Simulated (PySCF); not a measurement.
ReOCl₅, SMILES [Cl][Re](=[O])([Cl])([Cl])([Cl])[Cl], multiplicity 1.

Geometry: B3LYP-D3(BJ)/def2-SVP. The spin state was assumed, not searched. The def2 effective core potentials stand for the cores of Re; spin–orbit coupling is left out.

The numbers are results of PBE/def2-TZVP (PySCF), not measurements.

```
Quantity                                                                                                          Result
---------------------------------------------------------------------------------------------  -------------------------
total energy                                                                                         -2453.84905 hartree
point group                                                                                                          C4v
highest occupied level                                                                                          -7.69 eV
lowest empty level                                                                                              -6.88 eV
orbital gap                                                                                                      0.81 eV
dipole moment                                                                                                     0.70 D
quadrupole, principal values (traceless, Buckingham form, about the centre of nuclear charge)      -5.01, 2.51, 2.51 D·Å
mean static polarisability                                                                        133.0 bohr³ (19.72 Å³)
polarisability, principal values                                                               112.1, 143.5, 143.5 bohr³
```
